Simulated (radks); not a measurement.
Values are calculated unless marked as measured or tabulated.
Question: Ionisation ladder of rhodium, from Rh VI to Rh X. Each ion is in the ground configuration listed by NIST, and IE = E(next ion) - E(this ion). Code: a radial shooting solver on a logarithmic mesh with Libxc functionals. Model: scalar-relativistic Kohn-Sham, PBE, spin-polarised, spherical densities, finite nucleus; open shells are filled with parallel spins first (spin-orbit coupling, left out, can overturn this in heavy ions); Fermi nuclear charge, rms radius 4.4945 fm.

species  configuration  IE, Delta-SCF (eV)  -e(HOMO) (eV)   HOMO
Rh VI         [Kr] 4d4                   ?         72.412  4d up
Rh VII        [Kr] 4d3              98.212         89.394  4d up
Rh VIII       [Kr] 4d2                   ?         107.18  4d up
Rh IX         [Kr] 4d1              135.19         125.69  4d up
Rh X              [Kr]              208.88         198.08     4p

Estimate the withheld Delta-SCF values.

Answer: Rh VI: 80.822 eV (NIST 80); Rh VIII: 116.36 eV (NIST 115).
